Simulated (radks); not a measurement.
Problem. The vanadium ion V3+, configuration [Ar] 3d1.5 4p0.5 (fractional occupations, a model configuration). Method: non-relativistic Kohn-Sham, r2SCAN, spin-polarised, spherical densities, point nucleus; open shells are filled with parallel spins first; meta-GGA in the generalised Kohn-Sham scheme; computed with a radial shooting solver on a logarithmic mesh with Libxc functionals. Some entries of the table are withheld. Estimate them.

orbital,occ.,eigenvalue (hartree),<r^2> (bohr^2),<1/r> (bohr^-1)
1s up,1,-197.9277,0.006036,22.52
1s down,1,-197.9269,0.006036,22.52
2s up,1,-23.65202,0.1138,4.751
2s down,1,-23.61863,0.1135,4.757
2p up,3,-20.13088,0.09312,4.676
2p down,3,-20.10458,0.09283,4.681
3s up,1,-4.05929,1.007,(1)
3s down,1,-3.97184,1.013,(2)
3p up,3,-3.07218,1.131,(3)
3p down,3,-2.98431,1.136,(4)
3d up,1.5,-1.52955,1.578,(5)
3d down,0,-1.43274,1.553,(6)
4p up,0.5,-0.85536,9.062,0.4612

Solution. 
(1) 3s up <1/r> (bohr^-1): 1.497
(2) 3s down <1/r> (bohr^-1): 1.491
(3) 3p up <1/r> (bohr^-1): 1.385
(4) 3p down <1/r> (bohr^-1): 1.380
(5) 3d up <1/r> (bohr^-1): 1.123
(6) 3d down <1/r> (bohr^-1): 1.128
